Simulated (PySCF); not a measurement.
Stepwise substitution at one centre (Ga Br-NH2). Gas-phase values, no solvent. One relaxed conformer stands for each flexible species; it need not be the lowest. Strings in code marks are SMILES.

Level of theory: PBE-D3(BJ)/def2-TZVP // CAM-B3LYP-D3(BJ)/def2-TZVP run with PySCF 2.14.0. All candidates: neutral, multiplicity 1. Excitations are Tamm–Dancoff values on a coarser integration grid. The basis has no diffuse functions, so Rydberg states are missing or too high.

```yaml
S1 excitation (TDA): 4.71 eV
LUMO: -1.23 eV
HOMO: -5.79 eV
```

Name which member has these values.
(A) `[NH2][Ga]([NH2])[Br]`
(B) `[NH2][Ga]([NH2])[NH2]`
(C) `[Br][Ga]([Br])[Br]`
(D) `[NH2][Ga]([Br])[Br]`

A, `[NH2][Ga]([NH2])[Br]`. The others give `[Br][Ga]([Br])[Br]`: 4.49 eV, -3.07 eV, -7.41 eV; `[NH2][Ga]([NH2])[NH2]`: 4.74 eV, -0.61 eV, -5.21 eV; `[NH2][Ga]([Br])[Br]`: 4.58 eV, -2.16 eV, -6.58 eV
